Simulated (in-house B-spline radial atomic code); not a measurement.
A run on an ion of nuclear charge 2 with 1.73 electrons that did not converge. Method: scalar-relativistic (X2C) OLYP, spin-polarised, spherical fractional occupations, Gaussian nucleus of rms radius 1.6755 fm; computed with an all-electron radial atomic-structure program (B-spline basis).

Command:
```bash
python run_scf.py task.json out
```
Settings (nuclear radius in fm, mass in u):
```
Z                2
configuration    1s1.73
hamiltonian      x2c
method           optx,lyp
spin_polarised   True
nucleus          gauss
rms_radius       1.6755
atomic_mass      4.0026
speed_of_light   137.035999084
```

First and last ten iterations of the last attempt (damped for 15 steps, keeping 80 % of the old Fock matrix, then DIIS):
```
 iter        energy (Eh)    residual
    1          -2.609610    4.29e-02
    2          -2.717926    1.39e-02
    3          -2.721821    1.04e-02
    4          -2.724059    7.66e-03
    5          -2.725320    5.62e-03
    6          -2.726021    4.10e-03
    7          -2.726406    2.97e-03
    8          -2.726615    2.15e-03
    9          -2.726729    1.55e-03
   10          -2.726790    1.11e-03
  111   152047579.859600    6.36e+00
  112   151828253.993200    6.36e+00
  113   189302290.614800    6.36e+00
  114    93879064.042430    8.40e+00
  115    93995906.466580    8.71e+00
  116    94042648.714090    8.36e+00
  117    95691892.541420    7.53e+00
  118    96077176.886280    4.81e+00
  119    17183625.982010    5.58e+00
  120    16910692.030750    5.64e+00
 not converged after 120 iterations
```

The smallest residual met was 7.2e-05; the threshold is about 1e-07. No energy from this run should be used. Run time, properties included: 1 s on 1 thread of Arm Neoverse V2, with other jobs on the host.
